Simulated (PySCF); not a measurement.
# How methods differ on the excitation energy of Pd²⁺

Pd²⁺ [Kr] 4d8 (3F) → Pd²⁺ [Kr] 4d7 5s1 (5F), as a difference of total energies. Computed with PySCF 2.14 in aug-cc-pVDZ-PP with ECP28MDF (5s5p4d2f, 54 functions), with a scalar-relativistic core potential. Correlated levels: valence: 4s2 4p6 frozen. The calculations carry no spin-orbit coupling.

```json
{"method": "UHF", "excitation energy (cm⁻¹)": "49936"}
{"method": "LDA", "excitation energy (cm⁻¹)": "50563"}
{"method": "PBE0", "excitation energy (cm⁻¹)": "52441"}
{"method": "r2SCAN", "excitation energy (cm⁻¹)": "51449"}
{"method": "HSE06", "excitation energy (cm⁻¹)": "52193"}
{"method": "TPSSh", "excitation energy (cm⁻¹)": "51399"}
{"method": "PBEsol", "excitation energy (cm⁻¹)": "50770"}
{"method": "MP2 (valence)", "excitation energy (cm⁻¹)": "54434"}
{"method": "SCS-MP2 (valence)", "excitation energy (cm⁻¹)": "56552"}
```

Estimate what PBE gives.

50969 cm⁻¹, closest to PBEsol among the rows shown.

Estimate what B3LYP gives.

52003 cm⁻¹, closest to HSE06 among the rows shown.
